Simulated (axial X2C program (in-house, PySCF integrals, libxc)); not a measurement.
# Ionising the radicals of a process plasma

All values come from calculations with an in-house all-electron X2C program for linear molecules (integrals from PySCF), spin-free (one-electron X2C) or two-component (2c: spin–orbit coupling with atomic mean-field Coulomb and Gaunt terms, which also bring small scalar terms), in Dyall basis sets with cores contracted in-house; open shells are unrestricted.

Level PBE0, spin-free. Basis sets: Al dyall-v3z, B dyall-v3z, Br dyall-cv3z, C dyall-v3z, Ge dyall-cv3z, H dyall-v3z, N dyall-av3z, P dyall-v3z, S dyall-av3z, Si dyall-v3z, Sn dyall-cv3z, Te dyall-cv3z, Ti dyall-cv3z.

| species | state | ion state | adiabatic IE with zero-point terms (eV) | D0 (eV) | D0 of the ion (eV) |
| --- | --- | --- | --- | --- | --- |
| Sn₂ | M_S = 1, Λ = 0 | M_S = 3/2, Λ = 0 | 6.90 | 2.40 | 2.82 |
| TiS | M_S = 1, Λ = 2 | M_S = 1/2, Λ = 2 | 7.19 | n/a | n/a |
| SiH | M_S = 1/2, Λ = 1 | M_S = 0, Λ = 0 | 8.02 | 2.88 | 3.08 |
| AlC | M_S = 3/2, Λ = 0 | M_S = 1, Λ = 0 | 8.66 | 3.47 | 0.90 |
| GeTe | M_S = 0, Λ = 0 | M_S = 1/2, Λ = 1 | 8.94 | 4.32 | 3.30 |
| SnS | M_S = 0, Λ = 0 | M_S = 1/2, Λ = 1 | 9.18 | 4.92 | 3.06 |
| BBr | M_S = 0, Λ = 0 | M_S = 1/2, Λ = 0 | 9.46 | 4.52 | 3.71 |
| BS | M_S = 1/2, Λ = 0 | M_S = 1, Λ = 1 | 11.19 | 5.85 | 3.30 |
| PN | M_S = 0, Λ = 0 | M_S = 1/2, Λ = 0 | 11.79 | 5.78 | 4.52 |

Problem. Which of these can a metastable argon atom (³P2, 11.55 eV, NIST) ionise on energy grounds?

Solution. At PBE0, spin-free, IE lies below 11.55 eV for Sn₂, TiS, SiH, AlC, GeTe, SnS, BBr, BS. Within the error of the method (some tenths of an eV) the answer is open for PN.

Problem. Which of these can a metastable xenon atom (³P2, 8.32 eV, NIST) ionise on energy grounds?

Solution. At PBE0, spin-free, IE lies below 8.32 eV for Sn₂, TiS, SiH. Within the error of the method (some tenths of an eV) the answer is open for SiH, AlC.

Problem. Give the threshold for dissociative ionisation to the lowest fragments, IE + D0(ion).

Solution. At PBE0, spin-free: Sn₂ → Sn+ + Sn: 9.72 eV; SiH → Si+ + H: 11.10 eV; AlC → Al+ + C: 9.56 eV; GeTe → Te + Ge+: 12.24 eV; SnS → Sn+ + S: 12.24 eV; BBr → Br + B+: 13.17 eV; BS → S + B+: 14.49 eV; PN → P+ + N: 16.31 eV.

Each entry is the lowest single determinant of a limited PBE0 search at one distance. De goes to single-determinant-based atoms at the same level (for ions the charge split of lowest energy) and is withheld (n/a) where an atom does not fit its ground term or J level. Main or longest-lived isotopes. One determinant is a doubtful description, or other states lie close, for Sn₂, Sn₂⁺, TiS, TiS⁺, AlC⁺, GeTe⁺, BS⁺, PN⁺; these need not be ground states, and all values refer to the states named. The functionals have no current term, which raises determinants with orbital currents. These values were not checked against measured ones; errors of some tenths of an eV are usual, and D0 of doubtful transition-metal species is not given. Spin-free thresholds lack the spin–orbit lowering of heavy atomic ions, up to half an eV for Sn⁺ or Sb⁺.
